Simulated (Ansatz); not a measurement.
`[NH2][Ge][F]` + `CNC` → `C[N](C)[Ge][F]` + NH₃ at 700 K and 1 bar (ligand exchange at a Ge–N bond).

Program: Ansatz. Geometries: PBE0-D4/def2-TZVP. ΔE: electronic, gas phase. CBS: MP2 limit from def2 TZ/QZ plus the TZ coupled-cluster correction, frozen cores. This one scheme is used for every species. For Ge outer-core shells are correlated without core-valence functions, which leaves a few kJ/mol of doubt a bond. Scalar relativity is left out up to krypton. Each species was taken in one conformer, which may not be the lowest.

```
         species  CCSD(T)/CBS energy (Eh)  H − E (kJ/mol)  S (J/(mol·K))
  `[NH2][Ge][F]`              -2231.86581           115.6          347.6
           `CNC`               -135.00321           296.9          352.4
`C[N](C)[Ge][F]`              -2310.36681           296.4          455.8
             NH₃                -56.50880           116.9          226.5
```

H − E and S are ideal-gas, rigid-rotor, harmonic terms from PBE0-D4/def2-TZVP, for one conformer and one mirror image of each species. 1 Eh = 2625.50 kJ/mol, R = 8.31446 J/(mol·K).

Question: By hand: ΔE, ΔH, ΔS and ΔG.

Answer: ΔE = (-2310.36681) + (-56.50880) − (-2231.86581) − (-135.00321) = -0.00659 Eh = -17.3 kJ/mol. Δ(H − E) = 296.4 + 116.9 − 115.6 − 296.9 = 0.8, so ΔH = -16.5 kJ/mol. ΔS = 455.8 + 226.5 − 347.6 − 352.4 = -17.7 J/(mol·K). ΔG = -16.5 − 700 × (-17.7)/1000 = -4.1 kJ/mol.

Question: By hand: the equilibrium constant, and the temperature at which ΔG would vanish if ΔH and ΔS stayed fixed.

Answer: log₁₀ K = −ΔG/(RT ln 10) = 0.3. ΔG = 0 at ΔH/ΔS = 932 K, though so small a ΔS makes that figure unsure.

TΔS isn't small against ΔH here. The sign of ΔG lies within the doubt. A doubt of 5 kJ/mol in ΔE shifts log₁₀ K by 0.4 here. Other conformers and mirror images would add mixing entropy, several J/(mol·K) or more a flexible species. These are equilibria of isolated gas molecules and say nothing of rates. Largest T1 diagnostic: 0.015 (customary marks: 0.02 for closed shells, 0.045 for open ones).
